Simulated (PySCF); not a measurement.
PySCF input (M06-2X/def2-TZVPD):

```python
from pyscf import gto, scf, dft

mol = gto.M(
    atom='''
    B     0.11087453   -0.49285834    0.11110979
    Cl   -0.21186230    1.22791613   -0.25597167
    O     1.37103021   -0.66070397    0.54486429
    O    -0.78429365   -1.48959255   -0.02674186
    H    -1.64660601   -1.20791033   -0.34900998
    ''',
    basis='def2-tzvpd',
    charge=0,
    spin=1,
    verbose=4,
)

mf = dft.UKS(mol, xc='m062x').density_fit(auxbasis='def2-universal-jkfit')
mf.grids.level = 4
mf.conv_tol = 1e-9
mf.max_cycle = 100
mf.max_memory = 1500
mf.kernel()
if not mf.converged:
    mf = mf.newton()
    mf.kernel(mf.make_rdm1())
for _ in range(2):
    mo, _, stable, _ = mf.stability(return_status=True)
    if stable:
        break
    mf.kernel(mf.make_rdm1(mo, mf.mo_occ))
mf.analyze()
```

Output:

```
PySCF version 2.14.0

[INPUT] verbose = 4
[INPUT] num. atoms = 5
[INPUT] num. electrons = 39
[INPUT] charge = 0
[INPUT] spin (= nelec alpha-beta = 2S) = 1
[INPUT] symmetry False subgroup None
[INPUT] Mole.unit = angstrom
[INPUT] Symbol           X                Y                Z      unit          X                Y                Z       unit  Magmom
[INPUT]  1 B      0.110874530000  -0.492858340000   0.111109790000 AA    0.209522495890  -0.931367280808   0.209967072858 Bohr   0.0
[INPUT]  2 Cl    -0.211862300000   1.227916130000  -0.255971670000 AA   -0.400361723120   2.320425189636  -0.483716351948 Bohr   0.0
[INPUT]  3 O      1.371030210000  -0.660703970000   0.544864290000 AA    2.590871605405  -1.248549552713   1.029644283156 Bohr   0.0
[INPUT]  4 O     -0.784293650000  -1.489592550000  -0.026741860000 AA   -1.482100199735  -2.814921956692  -0.050534791461 Bohr   0.0
[INPUT]  5 H     -1.646606010000  -1.207910330000  -0.349009980000 AA   -3.111634393963  -2.282619706733  -0.659533276940 Bohr   0.0

nuclear repulsion = 134.716415720192
number of shells = 62
number of NR pGTOs = 245
number of NR cGTOs = 172
basis = def2-tzvpd
ecp = {}

******** <class 'pyscf.df.df_jk.DFUKS'> ********
method = DFUKS
initial guess = minao
damping factor = 0
level_shift factor = 0
DIIS = <class 'pyscf.scf.diis.CDIIS'>
diis_start_cycle = 1
diis_space = 8
diis_damp = 0
SCF conv_tol = 1e-09
SCF conv_tol_grad = None
SCF max_cycles = 100
direct_scf = False
number electrons alpha = 20  beta = 19
XC library pyscf.dft.libxc version 7.1.2
    S. Lehtola, C. Steigemann, M. J. T. Oliveira, and M. A. L. Marques,  SoftwareX 7, 1–5 (2018)
XC functionals = m062x
    Y. Zhao and D. G. Truhlar,  Theor. Chem. Acc. 120, 215 (2008)
    Y. Zhao and D. G. Truhlar,  Theor. Chem. Acc. 120, 215 (2008)
radial grids:
    Treutler-Ahlrichs [JCP 102, 346 (1995); DOI:10.1063/1.469408] (M4) radial grids

becke partition: Becke, JCP 88, 2547 (1988); DOI:10.1063/1.454033
pruning grids: <function nwchem_prune>
grids dens level: 4
symmetrized grids: False
atomic radii adjust function: <function treutler_atomic_radii_adjust>
small_rho_cutoff = 0
Set gradient conv threshold to 3.16228e-05
tot grids = 129024
******** <class 'pyscf.df.df.DF'> ********
auxbasis = def2-universal-jkfit
init E= -636.573285262434
  alpha nocc = 20  HOMO = -0.38758924053809  LUMO = -0.0192963530443855
  beta  nocc = 19  HOMO = -0.412239959798754  LUMO = -0.387589240538095

WARN: HOMO -0.38758924053809 >= LUMO -0.387589240538095
[...]
  beta  nocc = 19  HOMO = -0.406068185737493  LUMO = -0.135503563810204
  HOMO = -0.406068185737  LUMO = -0.13550356381  gap/eV = 7.36244
Extra cycle  E= -636.178884785383  delta_E= -4.21e-12  |g|= 1.2e-06  |ddm|= 2.73e-06
converged SCF energy = -636.178884785383  <S^2> = 0.75469518  2S+1 = 2.0046897
uhf_internal: lowest eigs of H = [0.05560636 0.20314206 0.301294  ]
<class 'pyscf.df.df_jk.DFUKS'> wavefunction is stable in the internal stability analysis
**** SCF Summaries ****
Total Energy =                        -636.178884785383275
Nuclear Repulsion Energy =             134.716415720191662
One-electron Energy =                -1143.925012781759960
Two-electron Energy =                  373.029712276185023
Two-electron Coulomb Energy =          422.875789602675127
DFT Exchange-Correlation Energy =      -49.846077326490082
HOMO-LUMO gap [eV] =                     7.362438370618824
**** MO energy ****
                             alpha | beta                alpha | beta
MO #1   energy= -102.659085870462  | -102.657706471064  occ= 1 | 1
MO #2   energy= -19.7150386863437  | -19.6996271068775  occ= 1 | 1
MO #3   energy= -19.6785389329263  | -19.6781654373388  occ= 1 | 1
MO #4   energy= -9.82272728895015  | -9.8222740171865   occ= 1 | 1
MO #5   energy= -7.54452618738313  | -7.54220666263266  occ= 1 | 1
MO #6   energy= -7.54059493862986  | -7.53980641110865  occ= 1 | 1
MO #7   energy= -7.54022256740882  | -7.53886865946543  occ= 1 | 1
MO #8   energy= -7.15554756585747  | -7.1561504174853   occ= 1 | 1
MO #9   energy= -1.20256118419753  | -1.19403387120373  occ= 1 | 1
MO #10  energy= -1.16970852812787  | -1.10189966385248  occ= 1 | 1
MO #11  energy= -0.947693674897216 | -0.939664765851205 occ= 1 | 1
MO #12  energy= -0.68574611703901  | -0.677715424534149 occ= 1 | 1
MO #13  energy= -0.597708288950387 | -0.566261628178897 occ= 1 | 1
MO #14  energy= -0.557155919613075 | -0.541566580152962 occ= 1 | 1
MO #15  energy= -0.528260562487561 | -0.517366673894651 occ= 1 | 1
MO #16  energy= -0.524198257265214 | -0.463930710093942 occ= 1 | 1
MO #17  energy= -0.455765158494196 | -0.435030393093163 occ= 1 | 1
MO #18  energy= -0.452308713346205 | -0.407877323491271 occ= 1 | 1
MO #19  energy= -0.412142221826581 | -0.406068185737493 occ= 1 | 1
MO #20  energy= -0.40671513574494  | -0.135503563810204 occ= 1 | 0
MO #21  energy= -0.00994765401261015 | -0.00982401951352455 occ= 0 | 0
MO #22  energy= 0.0245788982729463 | 0.0253073988091349 occ= 0 | 0
MO #23  energy= 0.0333811079386726 | 0.0344929217574463 occ= 0 | 0
MO #24  energy= 0.039538367897074  | 0.0392370358148763 occ= 0 | 0
MO #25  energy= 0.0574812044537515 | 0.0593479846771451 occ= 0 | 0
MO #26  energy= 0.0605589729274092 | 0.0609803351213114 occ= 0 | 0
MO #27  energy= 0.0626329739152389 | 0.0624408872630845 occ= 0 | 0
MO #28  energy= 0.0751151542864178 | 0.0744333496912398 occ= 0 | 0
MO #29  energy= 0.0811889702448996 | 0.0807990637841163 occ= 0 | 0
MO #30  energy= 0.100812346197312  | 0.100332419715821  occ= 0 | 0
MO #31  energy= 0.109472715130076  | 0.110389150105767  occ= 0 | 0
MO #32  energy= 0.118877941278609  | 0.120364769430409  occ= 0 | 0
MO #33  energy= 0.135185625973112  | 0.136703176078341  occ= 0 | 0
MO #34  energy= 0.167015841038292  | 0.166879990591556  occ= 0 | 0
MO #35  energy= 0.169108634368449  | 0.17205974602919   occ= 0 | 0
MO #36  energy= 0.186398120462156  | 0.187431749055651  occ= 0 | 0
MO #37  energy= 0.193020226986803  | 0.191726768775787  occ= 0 | 0
MO #38  energy= 0.19506543263555   | 0.195603461991158  occ= 0 | 0
MO #39  energy= 0.217301740046872  | 0.214086141419681  occ= 0 | 0
MO #40  energy= 0.234388586524972  | 0.233405577502616  occ= 0 | 0
MO #41  energy= 0.235025719614743  | 0.235660147554915  occ= 0 | 0
MO #42  energy= 0.24694282551317   | 0.246307006883705  occ= 0 | 0
MO #43  energy= 0.253001043549817  | 0.251130520898916  occ= 0 | 0
MO #44  energy= 0.272778044759308  | 0.274609918922563  occ= 0 | 0
MO #45  energy= 0.286693772930531  | 0.286353729561475  occ= 0 | 0
MO #46  energy= 0.290279269053652  | 0.290526120923689  occ= 0 | 0
MO #47  energy= 0.30008713065186   | 0.299620891429741  occ= 0 | 0
MO #48  energy= 0.300314365084634  | 0.300067741270586  occ= 0 | 0
MO #49  energy= 0.310019614642168  | 0.311749082104537  occ= 0 | 0
MO #50  energy= 0.311595389838885  | 0.312504313461667  occ= 0 | 0
MO #51  energy= 0.318455783203777  | 0.325894449727325  occ= 0 | 0
MO #52  energy= 0.351969599612252  | 0.352278905366039  occ= 0 | 0
MO #53  energy= 0.408243683093395  | 0.407102888153987  occ= 0 | 0
MO #54  energy= 0.415831929337397  | 0.419118458517306  occ= 0 | 0
MO #55  energy= 0.459009912252637  | 0.458861458878459  occ= 0 | 0
MO #56  energy= 0.46826927339539   | 0.465023192615437  occ= 0 | 0
MO #57  energy= 0.490763617955959  | 0.488619941537587  occ= 0 | 0
MO #58  energy= 0.503562858203234  | 0.498387692272959  occ= 0 | 0
MO #59  energy= 0.526788998846447  | 0.522000434027805  occ= 0 | 0
MO #60  energy= 0.531240083250012  | 0.532430325121803  occ= 0 | 0
MO #61  energy= 0.543211235894933  | 0.542057191987082  occ= 0 | 0
MO #62  energy= 0.550830274099502  | 0.549864758143674  occ= 0 | 0
MO #63  energy= 0.557762994730632  | 0.553311730038155  occ= 0 | 0
MO #64  energy= 0.587287226589873  | 0.586620783791154  occ= 0 | 0
MO #65  energy= 0.59102843445026   | 0.590395418082882  occ= 0 | 0
MO #66  energy= 0.604974369155901  | 0.610131595095749  occ= 0 | 0
MO #67  energy= 0.618549296212853  | 0.618926454049186  occ= 0 | 0
MO #68  energy= 0.646231103117991  | 0.646958319934754  occ= 0 | 0
MO #69  energy= 0.670929564849756  | 0.672252283564505  occ= 0 | 0
MO #70  energy= 0.689994037977969  | 0.691314618163214  occ= 0 | 0
MO #71  energy= 0.696067219952867  | 0.697296618798081  occ= 0 | 0
MO #72  energy= 0.711320060166358  | 0.711881793367921  occ= 0 | 0
MO #73  energy= 0.739411449532027  | 0.741095913513127  occ= 0 | 0
MO #74  energy= 0.763141582857099  | 0.76620881361296   occ= 0 | 0
MO #75  energy= 0.77364161156645   | 0.772655727711023  occ= 0 | 0
MO #76  energy= 0.79485355187302   | 0.796635675386572  occ= 0 | 0
MO #77  energy= 0.801362381893305  | 0.80301247328746   occ= 0 | 0
MO #78  energy= 0.825862759349789  | 0.824300059068611  occ= 0 | 0
MO #79  energy= 0.849634617399538  | 0.855686068554098  occ= 0 | 0
MO #80  energy= 0.894411787849281  | 0.894583715223493  occ= 0 | 0
MO #81  energy= 0.914813768030672  | 0.918381477880592  occ= 0 | 0
MO #82  energy= 0.93289607689607   | 0.932608648131419  occ= 0 | 0
MO #83  energy= 0.954571607389935  | 0.94902636214805   occ= 0 | 0
MO #84  energy= 1.01597995882135   | 1.01573791723954   occ= 0 | 0
MO #85  energy= 1.10920159664224   | 1.11098277508433   occ= 0 | 0
MO #86  energy= 1.11848644277972   | 1.11887368103682   occ= 0 | 0
MO #87  energy= 1.13817953658404   | 1.13673332113344   occ= 0 | 0
MO #88  energy= 1.19091468310908   | 1.1928681275589    occ= 0 | 0
MO #89  energy= 1.24527761850043   | 1.24998854996677   occ= 0 | 0
MO #90  energy= 1.3406782544103    | 1.33969248191375   occ= 0 | 0
MO #91  energy= 1.38448307417874   | 1.38558760090626   occ= 0 | 0
MO #92  energy= 1.4026514918008    | 1.40005997982967   occ= 0 | 0
MO #93  energy= 1.57049380347144   | 1.57326171342135   occ= 0 | 0
MO #94  energy= 1.61766232857077   | 1.62157919595338   occ= 0 | 0
MO #95  energy= 1.67113546704036   | 1.68155579509132   occ= 0 | 0
MO #96  energy= 1.69237931237002   | 1.70074937239434   occ= 0 | 0
MO #97  energy= 1.76825200572925   | 1.78234311580343   occ= 0 | 0
MO #98  energy= 1.82411626485941   | 1.82389386629768   occ= 0 | 0
MO #99  energy= 1.83213595623472   | 1.83543369900988   occ= 0 | 0
MO #100 energy= 1.86633949871308   | 1.86857460698685   occ= 0 | 0
MO #101 energy= 1.89454095346546   | 1.90719770321105   occ= 0 | 0
MO #102 energy= 1.93529633675738   | 1.93859242266493   occ= 0 | 0
MO #103 energy= 1.94699305807201   | 1.96521934762734   occ= 0 | 0
MO #104 energy= 1.97226738958559   | 1.97194122695393   occ= 0 | 0
[...]
```

It need not be the lowest isomer of its formula.
